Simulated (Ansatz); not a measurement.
This geometry of AlFH4SiTe (8 atoms, charge 0, multiplicity 1) is a first-order saddle point.

The calculation used RKS PBE-D4/def2-SVP in Ansatz 0.2.0.

```xyz
8
Properties=species:S:1:pos:R:3
F -1.579 0.074 2.263
Al -0.924 0.081 0.713
Si 1.205 0.851 -0.108
Te -0.838 -1.863 -0.968
H -1.109 1.319 -0.372
H 1.282 2.285 -0.596
H 2.105 0.107 -1.078
H -0.049 -2.911 0.089
```

Which two structures does it join? (They come from a converged band through this point; their orientation in space is the band's.)

Bonds broken: Si3–H5. Bonds formed: Al2–H5, Si3–Te4.

Image 0:

```xyz
8
Properties=species:S:1:pos:R:3
F -0.242 -0.723 2.221
Al -0.281 -0.550 0.544
Si 0.841 1.350 -0.514
Te -1.550 -2.328 -0.756
H 0.746 1.237 -2.014
H 0.201 2.649 -0.097
H 2.298 1.405 -0.133
H -1.921 -3.098 0.694
```

Image 6:

```xyz
8
Properties=species:S:1:pos:R:3
F -1.168 -0.133 2.212
Al -1.038 0.603 0.696
Si 1.131 0.551 -0.372
Te -0.440 -1.435 -1.234
H -2.195 1.561 0.175
H 1.372 1.285 -1.669
H 2.408 -0.131 0.041
H 0.022 -2.357 0.095
```

How far does it lie above each of them?

157.4 kJ/mol above the first and 114.4 kJ/mol above the second. This is the barrier of this one path; another mechanism may lie lower. The orbitals stay closed-shell, which can raise the energy where a bond breaks towards radicals; this wasn't checked here.

Run time: 66 s on 2 threads of Intel(R) Xeon(R) 6975P-C (Granite Rapids), on a shared host, peak memory 0.16 GiB.
